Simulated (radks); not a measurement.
The numbers below are computed, except where a source is named.
All-electron atom: Eu34+ in [Ar] 3d10 4s1 (the NIST ground configuration).

Code: a radial shooting solver on a logarithmic mesh with Libxc functionals. Model: Dirac Kohn-Sham, PBE, spin-unpolarised, spherical densities, finite nucleus; Fermi nuclear charge, rms radius 5.1115 fm.

Energy parts (eV):
| part | energy |
|---|---|
| total | -277390.92 |
| kinetic | 302796.40 |
| electron-nucleus | -637362.58 |
| Hartree | 62477.12 |
| exchange-correlation | -5301.86 |

Orbitals (lengths in bohr, moments of r in powers of bohr; r(max) is where P^2 peaks; r(90%) holds 90 % of the orbital's charge):
| orbital | occ. | eigenvalue (eV) | r(90%) | <1/r> | r(max) | <r^2> |
|---|---|---|---|---|---|---|
| 1s1/2 | 2 | -49691.27 | 0.0403 | 70.23 | 0.01420 | 0.0006791 |
| 2s1/2 | 2 | -9274.287 | 0.147 | 16.76 | 0.08063 | 0.01057 |
| 2p1/2 | 2 | -8875.506 | 0.130 | 16.73 | 0.06098 | 0.007683 |
| 2p3/2 | 4 | -8224.245 | 0.139 | 14.85 | 0.06669 | 0.008910 |
| 3s1/2 | 2 | -3014.150 | 0.359 | 6.210 | 0.2269 | 0.06849 |
| 3p1/2 | 2 | -2843.610 | 0.350 | 6.129 | 0.2138 | 0.06351 |
| 3p3/2 | 4 | -2705.282 | 0.367 | 5.657 | 0.2255 | 0.06994 |
| 3d3/2 | 4 | -2415.281 | 0.337 | 5.535 | 0.1786 | 0.05510 |
| 3d5/2 | 6 | -2384.591 | 0.341 | 5.417 | 0.1819 | 0.05686 |
| 4s1/2 | 1 | -1438.190 | 0.698 | 2.998 | 0.4869 | 0.2743 |
| 4p1/2 | 0 | -1367.782 | 0.702 | 2.937 | 0.4841 | 0.2743 |
| 4p3/2 | 0 | -1323.460 | 0.725 | 2.782 | 0.5026 | 0.2933 |
| 5s1/2 | 0 | -845.2906 | 1.15 | 1.783 | 0.8604 | 0.7690 |

The highest occupied level is 4s1/2 at -1438.2 eV. The density falls to 0.001 e/bohr^3 at r = 1.07 bohr. Summed over all electrons, <r^2> = 1.453 bohr^2, which gives a Langevin (diamagnetic) susceptibility term of -1.15 x 10^-6 cm^3/mol. The electron density at the nucleus is 5.784e+05 e/bohr^3.
